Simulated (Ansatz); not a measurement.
Abridged output of a molecular run in Ansatz:

```
Functional definition: HF
3558 factors; integrals over basis functions are off by at most 1.3e-3 eV
mean field evaluation 1: about -18347.3324 eV, gradient 6.0e1 eV
mean field evaluation 2: about -18348.3684 eV, gradient 6.0e1 eV
mean field evaluation 4: about -18356.6774 eV, gradient 1.4e1 eV
mean field evaluation 8: about -18357.1355 eV, gradient 1.6e0 eV
mean field evaluation 16: about -18357.1452 eV, gradient 2.1e-5 eV
mean field -18357.14522996 eV, -674.6126442811 hartree, gradient 2.2e-6 eV, S^2 0.000000; 0 other end points of the search recorded, 0 dependent functions left out
13 core orbitals not correlated: weight in the atoms' cores, before any rotation towards them, 1.000 or more for the frozen orbitals, at most 0.000 for the correlated occupied ones
reference -18357.14522996 eV, -674.6126442811 hartree; 40, 40 occupied and 518, 518 virtual orbitals, 3558 factors
second order -77.69673667 eV of doubles, -0.00000000 eV of singles
cycle   1  -71.31802208 eV  change     6.4e0 eV  update   3.3e-1
cycle   2  -74.63898841 eV  change    -3.3e0 eV  update   1.5e-1
cycle   3  -75.22803821 eV  change   -5.9e-1 eV  update   3.9e-2
cycle   4  -75.18293723 eV  change    4.5e-2 eV  update   1.3e-2
cycle   5  -75.16892406 eV  change    1.4e-2 eV  update   7.8e-3
cycle   6  -75.16880242 eV  change    1.2e-4 eV  update   3.2e-3
cycle   7  -75.16974739 eV  change   -9.4e-4 eV  update   2.2e-3
cycle   8  -75.16788579 eV  change    1.9e-3 eV  update   9.7e-4
cycle   9  -75.16825449 eV  change   -3.7e-4 eV  update   4.6e-4
cycle  10  -75.16898258 eV  change   -7.3e-4 eV  update   1.5e-4
cycle  11  -75.16857426 eV  change    4.1e-4 eV  update   7.1e-5
cycle  12  -75.16863335 eV  change   -5.9e-5 eV  update   2.5e-5
perturbative correction -4.55992895 eV, -0.1675742979 hartree
Total energy: -18436.87379225 eV, -677.5426149033 hartree
```

Its atoms:

Cartesian coordinates in Å:
```
C 1.0123 -1.0511 -2.2178
C 0.9863 -0.3278 -0.9106
C 1.2026 -1.0287 0.3024
C 1.1733 -0.3382 1.5356
C 1.0162 1.0645 1.5788
C 0.7919 1.7567 0.3685
C 0.8188 1.0794 -0.8719
W -0.8468 0.1156 0.4844
C -2.2561 1.5046 0.6072
O -3.0457 2.3371 0.6774
C -1.8283 -0.8477 1.9124
O -2.3636 -1.4128 2.7582
C -2.0134 -0.8180 -0.8158
O -2.6463 -1.3694 -1.6019
H 2.0343 -1.0800 -2.6072
H 0.6628 -2.0778 -2.1059
H 0.3824 -0.5529 -2.9552
H 1.3409 -2.1013 0.2851
H 1.2923 -0.8923 2.4576
H 1.0078 1.5892 2.5235
H 0.6158 2.8243 0.3870
H 0.6623 1.6265 -1.7917
```

Problem. Which basis set was used?
A. def2-TZVPP
B. def2-SVP
C. cc-pV(D+d)Z
D. def2-SVPD

Solution. A. It gives 571 functions.

Problem. Write the keys of the input that set method, charge and spin (a neutral closed shell needs none for the last two).

Solution. 
```yaml
correlation: {method: ccsd_t}
```
